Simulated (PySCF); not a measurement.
Steps of a relaxation of [Er(H2O)2]3+

[Er(H2O)2]3+ (singlet in the valence; each metal's 4f electrons, 11 of them, lie in its core potential, out of spins and levels; a saddle point, relaxed within its symmetry). PySCF 2.14.0, RKS PBE0, Er lcecp-1-SVP with ECP57, O def2-SVP, H def2-SVP; non-relativistic Hamiltonian with scalar-relativistic core potentials where named; density fitting; no spin-orbit coupling. Origin of the start: template. Columns: position (Å) and force (eV/Å). Energies are counted from the last step; some of the 6 steps are shown. Forces carry noise of the integration grid, about 0.01 to 0.03 eV/Å.

Run from Python with OMP_NUM_THREADS=2. Where DIIS fails, smearing, a level shift and second-order steps follow.
It took 23 s on 2 threads of Intel(R) Xeon(R) Platinum 8259CL CPU @ 2.50GHz (Skylake/Cascade Lake) (shared host), from the converged density of the start.

```xyz
7
step 0  E = 0.419 eV
Er    0.0000    0.0000    0.0000     0.00    0.00    0.00
O     0.0000    0.0000    2.4225     0.00    0.00   -2.74
H     0.5445    0.5445    3.0125     0.46    0.46    0.58
H    -0.5445   -0.5445    3.0125    -0.46   -0.46    0.58
O     0.0000    0.0000   -2.4225     0.00    0.00    2.74
H     0.5445   -0.5445   -3.0125     0.46   -0.46   -0.58
H    -0.5445    0.5445   -3.0125    -0.46    0.46   -0.58
```

```xyz
7
step 2  E = 0.024 eV
Er    0.0000    0.0000    0.0000     0.00    0.00    0.00
O     0.0000    0.0000    2.2394     0.00    0.00    0.55
H     0.5445    0.5445    2.8864    -0.18   -0.18   -0.43
H    -0.5445   -0.5445    2.8864     0.18    0.18   -0.43
O     0.0000    0.0000   -2.2394     0.00    0.00   -0.55
H     0.5445   -0.5445   -2.8864    -0.18    0.18    0.43
H    -0.5445    0.5445   -2.8864     0.18   -0.18    0.43
```

```xyz
7
step 3  E = 0.005 eV
Er    0.0000    0.0000    0.0000     0.00    0.00    0.00
O     0.0000    0.0000    2.2177     0.00    0.00    0.40
H     0.5451    0.5451    2.8550    -0.09   -0.09   -0.21
H    -0.5451   -0.5451    2.8550     0.09    0.09   -0.21
O     0.0000    0.0000   -2.2177     0.00    0.00   -0.40
H     0.5451   -0.5451   -2.8550    -0.09    0.09    0.21
H    -0.5451    0.5451   -2.8550     0.09   -0.09    0.21
```

Question: Where does the relaxation end?

Answer: It converges at step 5 in D2d:
```xyz
7
step 5  E = 0
Er    0.0000    0.0000    0.0000
O     0.0000    0.0000    2.2177
H     0.5463    0.5463    2.8434
H    -0.5463   -0.5463    2.8434
O     0.0000    0.0000   -2.2177
H     0.5463   -0.5463   -2.8434
H    -0.5463    0.5463   -2.8434
```

Question: How did the contacts change?

Answer: 
```json
{"contact": "Er1–O2 (H2O)", "start (Å)": "2.422", "end (Å)": "2.218"}
{"contact": "Er1–O5 (H2O)", "start (Å)": "2.422", "end (Å)": "2.218"}
```


An lcecp potential fixes the number of 4f electrons, so in runs with it no electron can move into or out of that shell.
